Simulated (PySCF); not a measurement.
Ge(SH)2 (GeH2S2), SMILES [SH][Ge][SH] (connectivity only; charge and spin as stated), neutral, multiplicity 1. Atoms are numbered in the order given.

```xyz
5

Ge     0.0000     0.0000     0.7587
S      0.0000     1.6323    -0.7688
H      0.0000     2.6009     0.1619
S      0.0000    -1.6323    -0.7688
H      0.0000    -2.6009     0.1619
```
Charge 0, spin multiplicity 1.

Coordinates come from a PBE0-D3(BJ)/def2-TZVP optimisation. Other conformers were not sampled.

These are M06-2X/def2-TZVPD in PySCF values and carry that method's errors.

Symmetry labels are those of the subgroup C2v that the program uses (full group C2v).

Question: List the valence orbital energies around the gap with their symmetry. (An estimate is asked for; the answer gives what the named calculation found.)

Answer: 
| orbital | symmetry | energy (eV) |
|---|---|---|
| HOMO−7 | B2 | -21.91 |
| HOMO−6 | A1 | -15.13 |
| HOMO−5 | A1 | -12.80 |
| HOMO−4 | B2 | -12.22 |
| HOMO−3 | B2 | -10.37 |
| HOMO−2 | B1 | -9.67 |
| HOMO−1 | A2 | -8.65 |
| HOMO | A1 | -8.15 |
| LUMO | B1 | -1.51 |
| LUMO+1 | B2 | -0.01 |
| LUMO+2 | A1 | 0.21 |
| LUMO+3 | A1 | 0.48 |
